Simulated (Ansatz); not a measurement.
Input file for Ansatz (a first-principles code): R-BHLYP/def2-TZVPP on TiC, 2S+1 = 1, a spin state set in the input, which need not be the lowest, a point of a bond scan (R = 1.586 Å).

Ansatz 0.2 input:
```yaml
crystal:
  periodic: [false, false, false]
  atoms:
    - {symbol: Ti, position_ang: [0.00000000, 0.00000000, 0.00000000]}
    - {symbol: C, position_ang: [0.00000000, 0.00000000, 1.58624900]}
basis:
  gaussian:
    orbitals: def2-TZVPP
    pivot_positions_ang: [[0.00000000, 0.00000000, 0.00000000], [0.00000000, 0.00000000, 1.58624900]]
hamiltonian:
  xc: {name: BHLYP}
output: {forces: true, orbitals: {seedname: ./end}}
```

The head of its log:

```
WARN ansatz: RAYON_NUM_THREADS=2 ignored (pool sized by the plan → 2); use --threads N
Functional definition: BHLYP
integrals: 0.02 GiB planned
775 factors; their error is unknown
mean field: 0.29 GiB planned
mean field evaluation 1: about -24127.5564 eV, gradient 8.5e1 eV
mean field evaluation 2: about -24036.2428 eV, gradient 1.8e2 eV
```

### Question
Predict the final total energy.

### Answer
-887.2670 hartree.
